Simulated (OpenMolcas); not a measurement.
# Cl III: effect of the active space

- Program: OpenMolcas
- Method: MS-CASPT2 or its RAS form, IPEA 0.25 Eh, imaginary shift 0.1 Eh
- Basis: ANO-RCC-VTZP
- Scalar Hamiltonian: DKH2, point nucleus
- Spin-orbit coupling: state interaction with AMFI integrals over the reference wave functions, term energies averaged over their components

A. 5 electrons in 4 orbitals (3s 3p); 2S+1 = 4 odd, 1 root; 2S+1 = 2 odd, 11 roots; 2S+1 = 4 even, 3 roots; 2S+1 = 2 even, 9 roots; closed shells correlated: 2s 2p; CASPT2 step about 1.9 core-seconds
B. 5 electrons in 9 orbitals (RAS2 3s 3p; RAS3 3d, at most 2 electrons); 2S+1 = 4 odd, 1 root; 2S+1 = 2 odd, 11 roots; 2S+1 = 4 even, 3 roots; 2S+1 = 2 even, 9 roots; closed shells correlated: 2s 2p; CASPT2 step about 14 core-seconds

Energies in cm-1 above 3s2 3p3 4S* 3/2, the measured ground level; measured values from Moore, Atomic Energy Levels, vol. I, NSRDS-NBS 35 (1971 reprint of NBS Circular 467, 1949).

```tsv
Level	A	B	Measured
3s2 3p3 4S* 3/2	0.0	0.0	0.0
3s2 3p3 2D* 3/2	18940	18860	18053
3s2 3p3 2D* 5/2	19000	18910	18120
3s2 3p3 2P* 1/2	30450	30940	29812
3s2 3p3 2P* 3/2	30500	31000	29907
3s 3p4 4P 5/2	102520	98890	98520
3s 3p4 4P 3/2	103130	99450	99130
3s 3p4 4P 1/2	103490	99780	99475
3s 3p4 2D 3/2	134460	125220	
3s 3p4 2D 5/2	134480	125240
```

Deviations, from unrounded energies. A percentage is the sum of absolute deviations over the sum of measured energies, with the sign that they share, or ± where signs differ.

```csv
Against measurement,Levels,A,B
mean absolute deviation (cm-1),7,2100,690
other terms of the ground configuration (%),4,+3.1,+4.0
other configurations (%),3,+4.0,+0.3
```

B lies closest to measurement on these levels. The largest miss of B in the table is 3s2 3p3 2P* 1/2, by +1100 cm-1. The ranking rests on the paired levels alone, and a cruder setting can come out closer through cancelling errors.

Between A and B the level of the table that moves most is 3s 3p4 2D 3/2, by 9200 cm-1 (lowest in B, highest in A). Moves below CASPT2's spread within the term are not significant.

Term energies are means over components that CASPT2 splits; among the terms shown or strongly mixed into the levels shown the widest spread is 1700 cm-1 (3s 3p4 2D, A). Over all roots computed the reference weight is 0.87 to 0.96 in A; the roots of lowest weight are the least certain, and an intruder state may touch them. Terms of s pⁿ other than that of highest spin mix with s² pⁿ⁻² d, which this space lacks; all of them can be thousands of cm-1 off, and some have no real level of that name (holds for A). The run also gave levels led by 3s2 3p2 3d, which use shells meant for correlation; these and all levels above them are left out (holds for B). Some terms mix strongly with configurations of 3d, whose occupation reaches 0.30 (3s 3p4 4P, 3s 3p4 2D) (holds for B). Measured partners are found by configuration, term and J. A level has none where our copy of the source lacks it or the pairing is in doubt (some pairs that miss far off the trend of their configuration count as doubtful), and it then counts in no deviation. Only configurations of the active space appear. Levels that lie high or do not pair safely by name in every column are left out.

* marks odd parity.
